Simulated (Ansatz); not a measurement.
```yaml
crystal:
  periodic: [false, false, false]
  atoms:
    - {symbol: C, position_ang: [-0.740215, 0.398956, -1.329149]}
    - {symbol: C, position_ang: [0.063021, -0.042343, -0.110844]}
    - {symbol: C, position_ang: [1.455115, 0.577850, -0.151524]}
    - {symbol: C, position_ang: [0.170387, -1.562777, -0.079772]}
    - {symbol: Ge, position_ang: [-0.865251, 0.569671, 1.526586]}
    - {symbol: H, position_ang: [-0.837059, 1.487007, -1.380400]}
    - {symbol: H, position_ang: [-0.241391, 0.069129, -2.248830]}
    - {symbol: H, position_ang: [-1.746525, -0.029054, -1.329949]}
    - {symbol: H, position_ang: [2.058039, 0.281576, 0.711358]}
    - {symbol: Xx, position_ang: [1.413430, 1.670378, -0.173954]}
    - {symbol: H, position_ang: [1.987184, 0.250029, -1.053108]}
    - {symbol: H, position_ang: [-0.813199, -2.039724, -0.049079]}
    - {symbol: H, position_ang: [0.741399, -1.912810, 0.784678]}
    - {symbol: H, position_ang: [0.682881, -1.922581, -0.980501]}
    - {symbol: H, position_ang: [-0.989676, 2.106343, 1.526819]}
    - {symbol: H, position_ang: [-2.279431, -0.040123, 1.597982]}
    - {symbol: H, position_ang: [-0.077709, 0.137976, 2.779688]}
basis:
  gaussian: {orbitals: aug-cc-pVDZ, final_grid: {core_spheres: 20, valence_spheres: 16, degree: 47}}
magnetization: {spin_polarized: true, initial_magnetization: 0}
hamiltonian: {xc: {name: wB97}}
output: {forces: true}
```

```sh
$ ansatz run in.yaml --threads 8 --pin off --events-out ev --progress --plain --max-ram 20889MiB
```

It prints (some lines left out):

```
Error: YAML parse error: error: line 13 column 16: `Xx` is not an element symbol (H … Og, case-exact)
11 |     - {symbol: H, position_ang: [-1.746525, -0.029054, -1.329949]}
12 |     - {symbol: H, position_ang: [2.058039, 0.281576, 0.711358]}
13 |     - {symbol: Xx, position_ang: [1.413430, 1.670378, -0.173954]}
14 |     - {symbol: H, position_ang: [1.987184, 0.250029, -1.053108]}
15 |     - {symbol: H, position_ang: [-0.813199, -2.039724, -0.049079]}
```

In this input an element symbol is wrong. The input was rejected before any iteration.
